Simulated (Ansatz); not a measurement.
The inner images of a band of CH5ClSi2Zn (10 atoms, charge 0, multiplicity 1) are given out of order.

Computed with RKS LDA/def2-SVP (Ansatz).

Image 0:

```xyz
10
Properties=species:S:1:pos:R:3
Cl -0.156 2.733 -0.909
C -0.390 0.995 -0.841
Si 1.035 -0.063 -0.074
Si 0.008 -1.840 1.267
Zn -1.444 -0.048 0.432
H -0.644 0.620 -1.859
H 1.934 -0.653 -1.135
H 1.829 0.828 0.843
H -1.227 -1.919 0.228
H -0.861 -0.704 2.050
```

Image 8:

```xyz
10
Properties=species:S:1:pos:R:3
Cl -0.804 2.229 -0.799
C -0.105 0.696 -1.463
Si 0.965 -0.006 -0.063
Si -0.762 -0.897 1.330
Zn -1.549 -0.503 -0.825
H 0.321 0.868 -2.469
H 1.746 -1.185 -0.601
H 1.874 1.026 0.556
H -1.177 -0.012 2.476
H -0.425 -2.267 1.860
```

Q: Put them in order from the first end to the last, with their energies above the first end.
A.
```xyz
10
Properties=species:S:1:pos:R:3
Cl -0.012 2.700 -1.290
C -0.287 0.995 -1.013
Si 0.987 0.054 0.080
Si -0.119 -1.953 0.933
Zn -1.522 0.011 0.151
H -0.394 0.481 -1.998
H 2.261 -0.284 -0.656
H 1.314 0.965 1.235
H -1.613 -1.757 0.315
H -0.533 -1.264 2.246
```
B.
```xyz
10
Properties=species:S:1:pos:R:3
Cl -0.943 2.132 -1.636
C 0.001 0.633 -1.494
Si 0.757 0.409 0.254
Si -0.656 -1.291 1.173
Zn -1.067 -0.995 -1.099
H 0.749 0.585 -2.311
H 2.156 -0.142 0.108
H 0.748 1.701 1.026
H -1.696 -0.674 2.074
H 0.036 -2.410 1.908
```
C.
```xyz
10
Properties=species:S:1:pos:R:3
Cl -0.640 2.397 -1.577
C -0.157 0.721 -1.346
Si 0.826 0.341 0.251
Si -0.453 -1.498 1.026
Zn -1.322 -0.845 -0.991
H 0.421 0.384 -2.237
H 2.273 0.024 -0.038
H 0.718 1.518 1.182
H -1.568 -0.651 1.624
H -0.015 -2.444 2.109
```
D.
```xyz
10
Properties=species:S:1:pos:R:3
Cl -0.058 2.694 -1.181
C -0.343 0.988 -0.902
Si 1.031 -0.016 -0.011
Si -0.063 -1.922 1.075
Zn -1.451 0.001 0.390
H -0.595 0.503 -1.876
H 2.179 -0.407 -0.911
H 1.546 0.858 1.104
H -1.434 -1.840 0.215
H -0.728 -0.911 2.100
```
E.
```xyz
10
Properties=species:S:1:pos:R:3
Cl -0.068 2.687 -1.342
C -0.240 0.962 -1.104
Si 0.934 0.117 0.171
Si -0.146 -2.006 0.786
Zn -1.560 -0.034 -0.086
H -0.173 0.446 -2.091
H 2.295 -0.184 -0.414
H 1.100 1.100 1.303
H -1.757 -1.587 0.534
H -0.302 -1.553 2.246
```
F.
```xyz
10
Properties=species:S:1:pos:R:3
Cl -0.215 2.632 -1.394
C -0.206 0.893 -1.181
Si 0.889 0.177 0.239
Si -0.171 -1.999 0.667
Zn -1.563 -0.177 -0.310
H 0.029 0.402 -2.152
H 2.300 -0.091 -0.234
H 0.923 1.228 1.320
H -1.764 -1.323 0.860
H -0.139 -1.792 2.189
```
G.
```xyz
10
Properties=species:S:1:pos:R:3
Cl -0.455 2.511 -1.432
C -0.187 0.787 -1.237
Si 0.868 0.256 0.262
Si -0.257 -1.784 0.769
Zn -1.542 -0.537 -0.681
H 0.201 0.368 -2.190
H 2.301 0.003 -0.142
H 0.808 1.359 1.285
H -1.538 -0.855 1.140
H -0.116 -2.159 2.227
```

A: D (+0.08 eV), A (+0.29 eV), E (+0.47 eV), F (+0.54 eV), G (+0.31 eV), C (-0.10 eV), B (-0.32 eV).

Run time: 3.3 min on 2 threads of Arm Neoverse V2 (shared host), peak memory 0.19 GiB.
